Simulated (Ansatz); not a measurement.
Saddle point of GaSiH5S, closed shell (GaSiH₅S ([SiH3][GaH][SH]) → GaHS ([S][GaH]) + SiH₄; bonds formed: Si2–H4; bonds broken: Ga1–Si2, S3–H4), PBE0-D4/def2-TZVP structure:

Ga1  (-1.329, -0.446, -0.828)
Si2  (0.730, 0.463, 0.692)
S3  (-0.250, -1.797, -2.013)
H4  (0.418, -0.721, -0.673)
H5  (-2.545, 0.344, -0.288)
H6  (2.162, 0.070, 0.633)
H7  (0.615, 1.924, 0.427)
H8  (0.199, 0.163, 2.050)
(Å)

Energies are electronic, without zero-point energy. Barriers and step energies count from the start structure reached by relaxing down the imaginary mode; all methods use the PBE0-D4 structures, on which another method's saddle can fall below an end. Ansatz 0.2.0; basis: def2-TZVPP, with def2-QZVPP for the basis limit; cores frozen in the correlated methods. Filled d shells of the heavier atoms are correlated. The def2 sets are not built for correlating such inner shells, so the correlated values are less sure here. B3LYP uses VWN-RPA correlation. Extrapolation: Hartree–Fock as exp(−7.88 √X), correlation as X^−2.97.

```
      method  barrier (eV)  step energy (eV)
       SPW92         1.835             1.052
      PBE-D4         1.961             0.911
     BLYP-D4         2.071             0.727
   r2SCAN-D4         2.108             0.926
      B97M-V         2.174             0.867
     PBE0-D4         2.211             1.013
    B3LYP-D4         2.271             0.831
  r2SCAN0-D4         2.288             0.997
    BHLYP-D4         2.565             0.939
CAM-B3LYP-D4         2.457             0.911
     wB97X-V             ?             1.004
     wB97M-V         2.429             0.923
      B2PLYP         2.304             0.791
    PBE-QIDH             ?             0.995
  RPA on PBE         2.314             0.814
          HF             ?             0.872
         MP2         2.290             0.829
        CCSD         2.526             0.919
     CCSD(T)         2.360             0.876
```

(1) Fill in the withheld barriers. (To be estimated.)

The T1 diagnostic stays at or below 0.019.

Answers

(1) By the calculation: PBE-QIDH 2.353; HF 3.029; wB97X-V 2.517 eV. Each is the energy of the saddle less that of the start structure, by the same method.

For comparison, the barrier by CCSD(T) at an estimated basis limit (MP2 extrapolated from triple and quadruple zeta, plus CCSD(T) − MP2 in triple zeta) is 2.316 eV.

Labels in which every atom is bracketed show which atoms are joined, not bond orders.

For scale, one of the runs: CCSD(T)/def2-TZVPP, 202 basis functions, launched by `ansatz run in.yaml --threads 4 --pin off --events-out ev --progress --plain --max-ram 9574MiB`. Time: 70 s of wall clock on 4 CPU threads of an AMD EPYC; the host was shared. Peak host memory: 2.3 GiB.
